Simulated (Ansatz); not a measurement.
Ideal-gas functions of AlClH$_{4}$OSi, SMILES `O[SiH2][AlH][Cl]` at 500 K and 1 bar, from an Ansatz frequency run at PBE0-D4/def2-TZVP.

Molar mass 110.55 g/mol, point group C1 (symmetry number 1), electronic degeneracy 1, moments of inertia 88.498, 290.767, 373.309 u Å². Harmonic wavenumbers (cm⁻¹, unscaled): 19, 64, 198, 226, 329, 371, 492, 510, 623, 736, 783, 866, 937, 954, 1944, 2184, 2201, 3903.

Use S(trans) = R[1.5 ln M + 2.5 ln T − 1.1517]; rotational temperatures θ = 24.2544 K / I; S(rot) = R[ln(√π/σ · √(T³/θAθBθC)) + 1.5]; for each mode x = 1.438777 ν̃/T, S = R[x/(eˣ − 1) − ln(1 − e⁻ˣ)] and H = RT x/(eˣ − 1); 1 cm⁻¹ = 0.0119627 kJ/mol; R = 8.31446 J/(mol·K).

Problem. By hand: the entropy, in J/(mol·K).

Solution. Translation 178.3. Rotation: θ = 0.2741, 0.0834, 0.065 K, giving 121.8. Vibration, mode by mode: 32.48, 22.39, 13.10, 12.04, 9.07, 8.15, 6.09, 5.83, 4.49, 3.47, 3.12, 2.59, 2.20, 2.12, 0.20, 0.11, 0.11, 0.00, in all 127.6. Electronic 0.0. Sum 427.7 J/(mol·K).

Problem. By hand: H − E and G − E in kJ/mol, counted from the electronic energy.

Solution. Zero-point energy ½ × 17340 × 0.0119627 = 103.7; thermal vibration 28.9; translation, rotation and pV give 4 RT = 16.6. H − E = 149.2 kJ/mol, and G − E = 149.2 − 500 × 427.7/1000 = -64.7 kJ/mol.

Vibration gives 30 % of the entropy, 54.9 J/(mol·K) of it from the modes under 150 cm⁻¹: soft modes count most, and the harmonic formula is weakest for them. The sum counts one conformer and one mirror image; others add a mixing term.
